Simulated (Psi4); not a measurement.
C2H9BOSi, singlet, at a GFN2-xTB geometry.

The Psi4 input:
```
memory 2 GB

molecule mol {
0 1
B    -0.505384   -0.153595    0.139134
C    -1.920478   -0.301758    0.857387
H    -2.556283   -1.048351    0.387267
H    -2.460102    0.644400    0.855015
H    -1.799673   -0.578509    1.903920
O    -0.330746   -0.958632   -0.909410
C     0.809690   -1.038710   -1.720835
H     1.196663   -2.059895   -1.680556
H     0.522861   -0.812224   -2.750699
H     1.591308   -0.342778   -1.401588
Si    0.830592    1.147339    0.814701
H     1.227271    2.169258   -0.172385
H     2.108648    0.537224    1.227432
H     0.378629    1.907965    1.986081
}

set {
  basis def2-sv(p)
  reference rhf
  freeze_core true
}

energy('mp2')
print_variables()
```

**Question.** What is the computed number of basis functions (MP2/def2-SV(P) (Psi4))?

**Answer.** 92

**Question.** Give the nuclear repulsion energy at the level MP2/def2-SV(P).

**Answer.** 215.1386 Eh

**Question.** Estimate the total energy that MP2/def2-SV(P) returns for this input.

**Answer.** -469.8235 Eh
